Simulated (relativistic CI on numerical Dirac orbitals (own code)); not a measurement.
Slater and spin-orbit integrals, Tm³⁶⁺

These numbers are calculated, not measured: Dirac-Coulomb-Breit CI, separate exchange-only KLI orbitals for each configuration, model QED, unscaled Slater integrals (own radial code, finite nucleus).

Slater integrals F^k, G^k are unscaled and averaged over j, outside the closed core [Ar] 3d10; ζ comes from projecting the Hamiltonian with its Breit term on Σ l·s of the shell.

- 4s²4p³: F^2(4p,4p) = 225750, ζ(4p) = 352790 cm⁻¹; <r>(4p) = 0.4526, <r^2>(4p) = 0.2318 (bohr units).
- 4s4p⁴: F^2(4p,4p) = 225710, G^1(4s,4p) = 295320, ζ(4p) = 352560 cm⁻¹; <r>(4s) = 0.4423, <r^2>(4s) = 0.2199, <r>(4p) = 0.4527, <r^2>(4p) = 0.2318 (bohr units).
- 4s²4p²4d: F^2(4p,4p) = 225690, ζ(4p) = 353310, F^2(4p,4d) = 222180, G^1(4p,4d) = 274970, G^3(4p,4d) = 176610, ζ(4d) = 44243 cm⁻¹; <r>(4p) = 0.4527, <r^2>(4p) = 0.2319, <r>(4d) = 0.4517, <r^2>(4d) = 0.2331 (bohr units).

Averages of the first 10 configurations, taken without configuration mixing, which lowers the lowest level and can move excited configurations by several eV; other configurations of the list can lie among them:

```json
{"Configuration": "4s²4p³", "Parity": "odd", "States": "20", "Average energy above the lowest level (eV)": "68.9"}
{"Configuration": "4s4p⁴", "Parity": "even", "States": "30", "Average energy above the lowest level (eV)": "204.3"}
{"Configuration": "4s²4p²4d", "Parity": "even", "States": "150", "Average energy above the lowest level (eV)": "240.4"}
{"Configuration": "4p⁵", "Parity": "odd", "States": "6", "Average energy above the lowest level (eV)": "349.8"}
{"Configuration": "4s4p³4d", "Parity": "odd", "States": "400", "Average energy above the lowest level (eV)": "371.4"}
{"Configuration": "4s²4p²4f", "Parity": "odd", "States": "210", "Average energy above the lowest level (eV)": "405.4"}
{"Configuration": "4s4p³4f", "Parity": "even", "States": "560", "Average energy above the lowest level (eV)": "536.7"}
{"Configuration": "4p⁴4d", "Parity": "even", "States": "150", "Average energy above the lowest level (eV)": "512.5"}
{"Configuration": "4s4p²4d²", "Parity": "even", "States": "1350", "Average energy above the lowest level (eV)": "541.4"}
{"Configuration": "4s²4p4d4f", "Parity": "even", "States": "840", "Average energy above the lowest level (eV)": "577.5"}
```
